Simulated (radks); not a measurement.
The scandium anion Sc- inside a hard spherical wall (all orbitals vanish at R), configuration held at [Ar] 3d2 4s2 and not refilled when levels cross. Method: non-relativistic Kohn-Sham, LDA (Slater exchange, Perdew-Wang correlation), spin-polarised, spherical densities, point nucleus; open shells are filled with parallel spins first; computed with a radial shooting solver on a logarithmic mesh with Libxc functionals. Eigenvalues in eV for spin up, with the zero of energy where the potential of the charges vanishes at infinity; a dash marks a level that is unbound or too diffuse for the functional's potential to be trusted. A positive occupied level is held by the wall or, in an anion where self-interaction has pushed it up, behind a barrier. The pressure on the wall is -dE/dV.

R (bohr)  E (hartree)  kinetic (hartree)    e(3s)    e(3p)   e(4s)  e(4p, empty)   e(3d)  e(5s, empty)  pressure (GPa)
15         -758.68800            757.540  -47.306  -26.867   0.228         2.045   2.307         2.746         0.00969
10         -758.67190            757.597  -46.137  -25.709   0.962         3.143   3.320         5.979           0.212
6          -758.49207            758.160  -41.485  -21.136   4.874         8.458   7.452        21.198            9.18
3          -755.66663            766.053  -22.676   -2.688  42.771        53.178  28.075        132.93            1010
2.5        -752.58655            774.861  -11.423    9.063  76.775        89.531  42.005        215.25            3530
2          -744.37872            796.933   12.300   34.511  154.71        168.65  70.713        386.08           15800
1.5        -717.83325            860.196   77.751   103.20  364.01        370.74  139.18        805.66           99700
